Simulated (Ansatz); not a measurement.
Ga(py)F3 (C₅H₅F₃GaN). The state is a triplet with charge 0. Geometry r2SCAN-D4/def2-SVP, that of the neutral singlet; atoms count from 1.

```tsv
atom	x (Å)	y (Å)	z (Å)
Ga1	1.808	-0.170	1.817
N2	0.387	-0.037	0.383
C3	-0.252	-1.148	-0.025
C4	-1.251	-1.090	-0.992
C5	-1.578	0.150	-1.548
C6	-0.888	1.292	-1.130
C7	0.100	1.159	-0.160
H8	0.077	-2.080	0.444
H9	-1.758	-2.006	-1.304
H10	-2.360	0.225	-2.309
H11	-1.106	2.275	-1.552
H12	0.700	1.999	0.204
F13	2.303	-1.836	1.529
F14	0.992	0.097	3.348
F15	2.827	1.168	1.294
```

At PBE0-D4/def2-TZVP a singlet of charge 0 lies 4.22 eV below the triplet at the same geometry.

**Question.** Estimate the Mulliken populations from the PBE0/def2-TZVP orbitals of Ansatz.

**Answer.** 
| atom | charge (e) | spin (α − β) |
| --- | --- | --- |
| Ga1 | 0.82 | 0.00 |
| N2 | -0.10 | 0.26 |
| C3 | -0.02 | 0.18 |
| C4 | 0.01 | 0.57 |
| C5 | -0.25 | 0.43 |
| C6 | -0.03 | -0.05 |
| C7 | -0.07 | 0.72 |
| H8 | 0.20 | -0.01 |
| H9 | 0.17 | -0.03 |
| H10 | 0.15 | -0.03 |
| H11 | 0.16 | 0.00 |
| H12 | 0.19 | -0.04 |
| F13 | -0.42 | 0.00 |
| F14 | -0.41 | 0.00 |
| F15 | -0.42 | 0.00 |
Mulliken values depend strongly on the basis.

**Question.** Where does the spin sit?

**Answer.** Summed by element: Ga 0.00, N 0.26, C 1.85, H -0.11, F 0.00, of 2 unpaired in all. Largest on single atoms: C7 0.72, C4 0.57, C5 0.43.

**Question.** And the Mayer bond orders between heavy atoms (over 0.3)?

**Answer.** Ga1–N2 0.60 (2.02 Å); Ga1–F13 0.91 (1.76 Å); Ga1–F14 0.97 (1.76 Å); Ga1–F15 0.92 (1.76 Å); N2–C3 1.46 (1.34 Å); N2–C7 1.05 (1.34 Å); C3–C4 1.32 (1.39 Å); C4–C5 1.09 (1.40 Å); C5–C6 1.53 (1.40 Å); C6–C7 1.28 (1.39 Å).
